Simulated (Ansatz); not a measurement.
## Ligand exchange: GeH3(NH2) + Si2N2H8 → GeH2(NH2)2 + SiH2(NH2)(SiH3)

Species: GeH3(NH2), singlet; Si2N2H8 `N[SiH2][SiH2]N`, singlet; GeH2(NH2)2, singlet; SiH2(NH2)(SiH3), singlet. The partners trade H for NH2: Ge–H and Si–NH2 bonds give way to Ge–NH2 and Si–H.

Shapes, held fixed at every level: PBE0-D4/def2-TZVP. Flexible molecules stand in one conformer, not always the lowest. Programs: Ansatz 0.2.0. Electronic energies: no zero-point or thermal term.

(1) Estimate ΔE of this reaction.

Answers

(1) The highest level, CCSD(T)/def2-TZVPP, gives ΔE = +20.5 kJ/mol; the levels span +18.9 to +26.9. The column of differences is taken from that level and isn't an error. No measured value is set beside it here. Relativity is left out for Ge. Outer-core shells of Ge are correlated in most correlated rows, in sets that cover them unevenly.

| level | kind | ΔE (kJ/mol) | less CCSD(T)/def2-TZVPP |
| --- | --- | --- | --- |
| HF/def2-SVP | Hartree–Fock | +21.7 | +1.2 |
| B3LYP-D4/def2-TZVPP | global hybrid | +26.4 | +5.9 |
| BHLYP-D4/def2-TZVPP | global hybrid | +26.9 | +6.4 |
| PBE0-D4/def2-TZVPP | global hybrid | +24.8 | +4.3 |
| B2PLYP/def2-TZVPP | double hybrid | +23.0 | +2.5 |
| CCSD(T)/def2-SVP | coupled cluster or CI | +18.9 | -1.6 |
| CCSD/def2-TZVPP | coupled cluster or CI | +20.7 | +0.2 |
| CCSD(T)/def2-TZVPP | coupled cluster or CI | +20.5 | 0.0 |
